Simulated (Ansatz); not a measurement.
Start from `C[NH][GeH]([F])[O]C` and change one atom or group to get `C[O][GeH]([F])[F]`.

Ansatz, PBE0-D4/def2-TZVP geometries, multiplicity 1. Each molecule was computed in one conformer, which needn't be the lowest.

Scalar relativity is left out up to krypton.

```csv
property,`C[NH][GeH]([F])[O]C`
size of the dipole moment (ωB97M-V/def2-TZVPP) / D,1.15
HOMO energy (B3LYP/def2-TZVPP) / eV,-6.97
LUMO energy (B3LYP/def2-TZVPP) / eV,0.45
HOMO energy (PBE0/def2-TZVPP) / eV,-7.21
HOMO energy (ωB97M-V/def2-TZVPP) / eV,-9.58
HOMO–LUMO gap (ωB97M-V/def2-TZVPP) / eV,11.96
```

**Question.** Give the same properties after the change, and the shifts. (An estimate is asked.)

**Answer.** The calculation gave: 
```csv
property,`C[O][GeH]([F])[F]`,shift
size of the dipole moment (ωB97M-V/def2-TZVPP) / D,1.45,0.30
HOMO energy (B3LYP/def2-TZVPP) / eV,-8.59,-1.62
LUMO energy (B3LYP/def2-TZVPP) / eV,-0.31,-0.76
HOMO energy (PBE0/def2-TZVPP) / eV,-8.84,-1.63
HOMO energy (ωB97M-V/def2-TZVPP) / eV,-11.27,-1.69
HOMO–LUMO gap (ωB97M-V/def2-TZVPP) / eV,13.35,1.39
```

With PBE0 the HOMO falls by 1.63 eV and the LUMO falls by 0.71 eV, so the gap widens by about 0.92 eV. PBE moves the HOMO by -1.42 eV and ωB97M-V by -1.69 eV. Dipoles are sizes alone; their direction can turn.

B3LYP here is the variant with VWN-RPA as its local correlation; programs differ in this.
